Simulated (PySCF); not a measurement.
Ge(H)2(Et)(NMe2), SMILES C[CH2][GeH2][N](C)C (C₄H₁₃GeN), singlet at its GFN2-xTB optimised geometry (Å):

```
19

Ge    -0.3136    -0.9212     0.0000
C     -1.2350     0.8544     0.0000
C     -2.7516     0.7366     0.0557
N      1.5206    -0.9212     0.0000
C      2.2154    -0.4873     1.1905
C      2.2235    -0.5427    -1.2046
H     -0.6730    -1.7090     1.2342
H     -0.6759    -1.7220    -1.2245
H     -0.8790     1.4322     0.8560
H     -0.9401     1.4033    -0.8971
H     -3.2155     1.7220     0.0584
H     -3.0608     0.2084     0.9554
H     -3.1243     0.1833    -0.8039
H      3.2088    -0.9438     1.2234
H      2.3429     0.6030     1.2355
H      1.6551    -0.8090     2.0677
H      2.3551     0.5439    -1.2975
H      3.2155    -1.0035    -1.2107
H      1.6675    -0.9018    -2.0699
```

Calculation: PBE0/def2-SVP (PySCF). Cells within 0.4 Å of a nucleus heavier than hydrogen are left out (blank, or x).

Map of the Laplacian of the electron density (e/bohr⁵) on the plane z = 1.2 Å:

```
|888888888888888888888888888|
|888888888888888888888888888|
|888888888888888888888888888|
|888888888888888888888888888|
|888888888888888888888888888|
|888888888888888888888888888|
|888888888888888888888888888|
|888888888888888888888888888|
|888888888888888888888888888|
|888888888899988888888888888|
|888889999998988888888888888|
|888889999999988889779888888|
|888889799999888899339888888|
|888889898888888899359988888|
|888888988888888998xx8988888|
|888888888888898999x40498888|
|888888888888888999998898888|
|888888888890488889999888888|
|888888888888888888888888888|
|888888888888888888888888888|
|888888888888888888888888888|
|888888888888888888888888888|
|888888888888888888888888888|
|888888888888888888888888888|
|888888888888888888888888888|
|888888888888888888888888888|
|888888888888888888888888888|
```
Scale: ten equal steps from -1.36 (start of '0') to 0.205 (end of '9'), in the order '0123456789'; x runs from -5.50 to 5.50, y from -5.50 (bottom) to 5.50 (top).
